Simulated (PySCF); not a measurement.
Sn(Me)(OSiH3)3, SMILES [O]([Sn]([CH3])([O][SiH3])[O][SiH3])[SiH3], singlet at its GFN2-xTB optimised geometry (Å):

```
20

C     -2.3435    -2.2637     4.2020
Sn    -0.7921    -1.1800     3.1949
O     -1.0363    -1.0893     1.2760
Si    -0.4312    -0.2865     0.0000
O      0.9695    -1.9433     3.4482
Si     2.4668    -1.8019     2.8345
O     -0.6379     0.6610     3.7750
Si     0.3909     1.9099     3.6317
H     -2.9224    -1.5627     4.7965
H     -2.9730    -2.7379     3.4545
H     -1.8820    -3.0119     4.8399
H      1.0363    -0.2865     0.0000
H     -0.9846    -1.0768    -1.0978
H     -0.9347     1.0893     0.0000
H      3.2345    -2.5418     3.8340
H      2.8871    -0.3992     2.7373
H      2.5206    -2.4364     1.5150
H      1.5576     1.6859     4.4890
H     -0.4486     3.0036     4.1164
H      0.8171     2.1112     2.2419
```

Method: PBE0/def2-SVP, def2 effective core potentials past Kr in PySCF. The core electrons that the potentials of Sn replace are not part of the density.

Map of the electrostatic potential (hartree/e), clipped to [-0.08, 0.12] on the plane z = 0.8 Å:

```
|33332222222222222223333333333|
|33322222222222222222233333333|
|33322222222222222222223333333|
|33222222222222222222222333333|
|33222222222222222232222233333|
|33222222222222222333322223333|
|33222222233333333333322223333|
|33222222333333333333322222333|
|33222223344443333333332222233|
|33222233355555444333332222233|
|33222233457777765433333222223|
|33323333568999997543333222223|
|33223334689999999644333322223|
|33222335799999999754433333333|
|32222335999999999965433333333|
|22222235999999999976543333333|
|22222125999999999976443333333|
|22211126999999999765433333333|
|22211017999999999654433333333|
|22210015999999986544333333333|
|22210002999997655443333333333|
|22211000268744444433333343333|
|22221000011112233333334454433|
|32221100000011223333334666433|
|32222111000112223333334676533|
|33222221111122222222334565433|
|33322222222222222222233444333|
|33332222222222222222223333332|
|33333322222222222222222233222|
```
Scale: ten equal steps from -0.058 (start of '0') to 0.120 (end of '9'), in the order '0123456789'; x runs from -3.50 to 3.50, y from -3.50 (bottom) to 3.50 (top).
